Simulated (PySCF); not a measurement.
System: C$_{4}$H$_{5}$OSi, charge -1, multiplicity 1. It need not be the lowest isomer of its formula. Whether it binds its extra electron was not tested at this geometry. 
Geometry from a B3LYP-D3(BJ)/def2-TZVP (Ansatz) optimisation:
```
C
C 1 1.3670
O 2 1.3495 1 110.95
H 2 1.0810 3 117.63 1 -180.00
C 3 1.4400 2 110.54 4 180.00
C 5 1.3835 3 102.78 2 0.00
H 6 1.0824 5 123.75 3 180.00
Si 1 1.8209 2 125.16 4 0.00
H 8 1.4941 1 112.08 2 0.00
H 8 1.4959 9 105.76 1 125.03
H 8 1.4959 9 105.76 10 109.95
```
Charge -1, spin multiplicity 1.

Dispersion corrections to the total energy (kcal/mol) from the dftd3 and dftd4 libraries through PySCF: D3(BJ) without and D4 with the three-body term, each with the damping fitted for the functional named.

```
functional  D3(BJ)      D4
----------  ------  ------
B2GP-PLYP    -4.31       ?
HSE06        -4.26       ?
B2PLYP       -5.22       ?
PW6B95       -3.31   -6.39
BHLYP        -8.77   -8.74
r2SCAN       -1.75   -1.84
HF          -50.44  -26.73
```

Problem. Complete the blanks.

Solution. 
- B2GP-PLYP, D4: -3.11
- HSE06, D4: -5.77
- B2PLYP, D4: -5.14
